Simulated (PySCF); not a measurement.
HgI2, charge +1, doublet, geometry from GFN2-xTB of the parent state (such geometries of metal compounds can be far from the true shape) (a state made from the parent by changing its charge; the spin is typed, not shown lowest) (core potentials on Hg, I); R2SCAN/def2-SV(P) run with PySCF.

Input for PySCF:
```python
from pyscf import gto, scf, dft

mol = gto.Mole()
mol.atom = '''
    Hg    0.000000    0.000000    0.000000
    I     0.000000    0.000000    2.591459
    I    -0.000000   -0.000000   -2.591459
'''
mol.basis = 'def2-sv(p)'
mol.ecp = {'Hg': 'def2-sv(p)', 'I': 'def2-sv(p)'}
mol.charge = 1
mol.spin = 1
mol.verbose = 4
mol.build()

mf = dft.ROKS(mol)
mf.xc = 'r2scan'
mf.kernel()
```

The log (banner, timings and long lists left out):

```
PySCF version 2.14.0

[INPUT] verbose = 4
[INPUT] num. atoms = 3
[INPUT] num. electrons = 69
[INPUT] charge = 1
[INPUT] spin (= nelec alpha-beta = 2S) = 1
[INPUT] symmetry False subgroup None
[INPUT] Mole.unit = angstrom
[INPUT] Symbol           X                Y                Z      unit          X                Y                Z       unit  Magmom
[...]
nuclear repulsion = 268.013149863648
number of shells = 31
number of NR pGTOs = 172
number of NR cGTOs = 77
basis = def2-sv(p)
ecp = {'Hg': 'def2-sv(p)', 'I': 'def2-sv(p)'}

******** <class 'pyscf.dft.roks.ROKS'> ********
method = ROKS
initial guess = minao
damping factor = 0
level_shift factor = 0
DIIS = <class 'pyscf.scf.diis.CDIIS'>
diis_start_cycle = 1
diis_space = 8
diis_damp = 0
SCF conv_tol = 1e-09
SCF conv_tol_grad = None
SCF max_cycles = 50
direct_scf = True
direct_scf_tol = 1e-13
num. doubly occ = 34  num. singly occ = 1
XC library pyscf.dft.libxc version 7.1.2
    S. Lehtola, C. Steigemann, M. J. T. Oliveira, and M. A. L. Marques,  SoftwareX 7, 1–5 (2018)
XC functionals = r2scan
    J. W. Furness, A. D. Kaplan, J. Ning, J. P. Perdew, and J. Sun,  J. Phys. Chem. Lett. 11, 8208–8215 (2020)
    J. W. Furness, A. D. Kaplan, J. Ning, J. P. Perdew, and J. Sun,  J. Phys. Chem. Lett. 11, 9248–9248 (2020)
    J. W. Furness, A. D. Kaplan, J. Ning, J. P. Perdew, and J. Sun,  J. Phys. Chem. Lett. 11, 8208–8215 (2020)
    J. W. Furness, A. D. Kaplan, J. Ning, J. P. Perdew, and J. Sun,  J. Phys. Chem. Lett. 11, 9248–9248 (2020)
radial grids:
    Treutler-Ahlrichs [JCP 102, 346 (1995); DOI:10.1063/1.469408] (M4) radial grids

becke partition: Becke, JCP 88, 2547 (1988); DOI:10.1063/1.454033
pruning grids: <function nwchem_prune>
grids dens level: 3
symmetrized grids: False
atomic radii adjust function: <function treutler_atomic_radii_adjust>
small_rho_cutoff = 0
Set gradient conv threshold to 3.16228e-05
tot grids = 67664
init E= -674.267482750458
[...]
cycle= 1 E= -746.30120885276  delta_E=  -72  |g|= 4.13  |ddm|= 14.6
[...]
cycle= 2 E= -747.339881384339  delta_E= -1.04  |g|= 3.03  |ddm|= 7.44
[...]
cycle= 3 E= -748.880693492637  delta_E= -1.54  |g|= 0.393  |ddm|= 3.09
[...]
cycle= 4 E= -748.905320178509  delta_E= -0.0246  |g|= 0.244  |ddm|= 1.34
[...]
cycle= 5 E= -748.917571920268  delta_E= -0.0123  |g|= 0.0675  |ddm|= 1.23
[...]
cycle= 6 E= -748.918763416586  delta_E= -0.00119  |g|= 0.0386  |ddm|= 1.19
[...]
cycle= 7 E= -748.919044543751  delta_E= -0.000281  |g|= 0.0286  |ddm|= 1.19
[...]
cycle= 8 E= -748.919013617  delta_E= 3.09e-05  |g|= 0.0296  |ddm|= 1.19
[...]
cycle= 9 E= -748.919098909298  delta_E= -8.53e-05  |g|= 0.0259  |ddm|= 0.0116
[...]
cycle= 10 E= -748.918833543735  delta_E= 0.000265  |g|= 0.0361  |ddm|= 1.19
[...]
cycle= 11 E= -748.918611160159  delta_E= 0.000222  |g|= 0.0424  |ddm|= 0.0424
[...]
cycle= 12 E= -748.91861467618  delta_E= -3.52e-06  |g|= 0.0429  |ddm|= 0.0146
[...]
cycle= 13 E= -748.919045704772  delta_E= -0.000431  |g|= 0.0283  |ddm|= 0.0528
[...]
cycle= 14 E= -748.918318173377  delta_E= 0.000728  |g|= 0.0506  |ddm|= 1.19
[...]
cycle= 15 E= -748.919029048006  delta_E= -0.000711  |g|= 0.029  |ddm|= 0.0315
[...]
cycle= 16 E= -748.91880827434  delta_E= 0.000221  |g|= 0.0371  |ddm|= 1.19
[...]
cycle= 17 E= -748.9188843183  delta_E= -7.6e-05  |g|= 0.0345  |ddm|= 0.00666
[...]
cycle= 18 E= -748.918979293602  delta_E= -9.5e-05  |g|= 0.031  |ddm|= 1.19
[...]
cycle= 19 E= -748.918830544224  delta_E= 0.000149  |g|= 0.0364  |ddm|= 1.19
[...]
cycle= 20 E= -748.918751925972  delta_E= 7.86e-05  |g|= 0.0389  |ddm|= 0.00445
[...]
cycle= 21 E= -748.918320182721  delta_E= 0.000432  |g|= 0.0506  |ddm|= 0.0167
[...]
cycle= 22 E= -748.91807878609  delta_E= 0.000241  |g|= 0.0561  |ddm|= 0.00782
[...]
cycle= 23 E= -748.918326541976  delta_E= -0.000248  |g|= 0.0504  |ddm|=  1.2
[...]
cycle= 24 E= -748.918326975888  delta_E= -4.34e-07  |g|= 0.0504  |ddm|= 0.000488
[...]
cycle= 25 E= -748.916268823647  delta_E= 0.00206  |g|= 0.0867  |ddm|= 0.0527
[...]
cycle= 26 E= -748.916649738793  delta_E= -0.000381  |g|= 0.0813  |ddm|= 0.013
[...]
cycle= 27 E= -748.917891123558  delta_E= -0.00124  |g|= 0.06  |ddm|= 0.0305
[...]
cycle= 28 E= -748.918001449643  delta_E= -0.00011  |g|= 0.0577  |ddm|= 0.00366
[...]
cycle= 29 E= -748.916902167388  delta_E= 0.0011  |g|= 0.0774  |ddm|= 0.0282
[...]
cycle= 30 E= -748.918342090399  delta_E= -0.00144  |g|= 0.05  |ddm|=  1.2
[...]
cycle= 31 E= -748.918346826103  delta_E= -4.74e-06  |g|= 0.0499  |ddm|= 0.000237
[...]
cycle= 32 E= -748.918358121681  delta_E= -1.13e-05  |g|= 0.0496  |ddm|= 0.00875
[...]
cycle= 33 E= -748.918502533626  delta_E= -0.000144  |g|= 0.0459  |ddm|= 0.0127
[...]
cycle= 34 E= -748.918592569546  delta_E= -9e-05  |g|= 0.0431  |ddm|= 0.0188
[...]
cycle= 35 E= -748.91883010583  delta_E= -0.000238  |g|= 0.0361  |ddm|= 0.0115
[...]
cycle= 36 E= -748.918999268978  delta_E= -0.000169  |g|= 0.0295  |ddm|= 1.19
[...]
cycle= 37 E= -748.918373338265  delta_E= 0.000626  |g|= 0.0489  |ddm|= 0.0335
[...]
cycle= 38 E= -748.918417242035  delta_E= -4.39e-05  |g|= 0.0478  |ddm|= 0.00178
[...]
cycle= 39 E= -748.918648003219  delta_E= -0.000231  |g|= 0.0412  |ddm|= 0.0207
[...]
cycle= 40 E= -748.918999652195  delta_E= -0.000352  |g|= 0.0298  |ddm|= 0.115
[...]
cycle= 41 E= -748.918944990203  delta_E= 5.47e-05  |g|= 0.0322  |ddm|= 1.19
[...]
cycle= 42 E= -748.918733467117  delta_E= 0.000212  |g|= 0.0392  |ddm|= 0.0359
[...]
cycle= 43 E= -748.917197524597  delta_E= 0.00154  |g|= 0.0722  |ddm|= 0.0474
[...]
cycle= 44 E= -748.918834773449  delta_E= -0.00164  |g|= 0.0362  |ddm|=  1.2
[...]
cycle= 45 E= -748.918964999461  delta_E= -0.00013  |g|= 0.0315  |ddm|= 0.0642
[...]
cycle= 46 E= -748.91847317076  delta_E= 0.000492  |g|= 0.0467  |ddm|= 0.0677
[...]
cycle= 47 E= -748.918719564402  delta_E= -0.000246  |g|= 0.0398  |ddm|= 0.0109
[...]
cycle= 48 E= -748.919106053488  delta_E= -0.000386  |g|= 0.0255  |ddm|= 0.503
[...]
cycle= 49 E= -748.91893191308  delta_E= 0.000174  |g|= 0.0328  |ddm|= 1.08
[...]
cycle= 50 E= -748.918980687879  delta_E= -4.88e-05  |g|= 0.0309  |ddm|= 0.00523
SCF not converged.
SCF energy = -748.918980687879
```

The run did not converge; its last values are not results.
